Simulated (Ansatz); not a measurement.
`B[CH]([GeH3])Br`, relaxed with RKS PBE0-D4/def2-TZVP in Ansatz from a PBE-D4/def2-SVP geometry. The force threshold is 0.005 eV/Å; the program also tests the step.

Charge 0, multiplicity 1.

Start:

```xyz
10

B     0.625   -0.309   -1.353
C     0.880   -0.028    0.128
Ge   -1.024    0.361    0.730
Br    1.543   -1.495    1.257
H     0.454   -1.434   -1.777
H     0.477    0.652   -2.090
H     1.437    0.889    0.398
H    -1.567    1.628    0.019
H    -1.919   -0.864    0.435
H    -0.907    0.600    2.253
```

Problem. By how much does the energy fall, and how many steps does the optimiser take? (An estimate is asked.)

Solution. The calculation gave: 3.16 kJ/mol, in 9 steps.

Problem. Which bonds change most? (An estimate is asked.)

Solution. Computed: C2–Ge3 from 2.034 to 2.010 Å; B1–H5 from 1.214 to 1.193 Å; C2–Br4 from 1.966 to 1.945 Å; B1–H6 from 1.220 to 1.198 Å.

Problem. Give the relaxed structure. (Estimate.)

Solution. Ansatz gave: 
```xyz
10

B     0.630   -0.319   -1.356
C     0.849   -0.021    0.120
Ge   -1.022    0.365    0.746
Br    1.531   -1.463    1.233
H     0.500   -1.433   -1.761
H     0.483    0.615   -2.093
H     1.408    0.881    0.369
H    -1.543    1.638    0.060
H    -1.922   -0.832    0.420
H    -0.913    0.569    2.260
```
